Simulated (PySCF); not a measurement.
Computed shifts of a molecule C₄H₄OSe, PySCF with HF/pcSseg-1, GIAO, gas phase, equivalent atoms averaged, in ppm (number of nuclei): ¹³C: 197.6 (1), 162.3 (1), 133.2 (1), 50.7 (1). ¹H: 7.36 (1), 6.17 (1), 4.36 (2). References: ¹³C against TMS (σ = 192.6 ppm); ⁷⁷Se against Me2Se (σ = 1942.8 ppm); ¹⁷O against H2O (σ = 333.0 ppm); ¹H against TMS (σ = 31.99 ppm), references at their B3LYP-D3(BJ)/def2-TZVP geometries, non-relativistic. Geometry: B3LYP-D3(BJ)/def2-SVP. Other conformers were not sampled.

Which molecule gave these data?
A. C=C=C1OC[Se]1
B. C=C1CC(=O)[Se]1
C. Oc1ccc[se]1
D. C=C1[Se]CC1=O

D, C=C1[Se]CC1=O
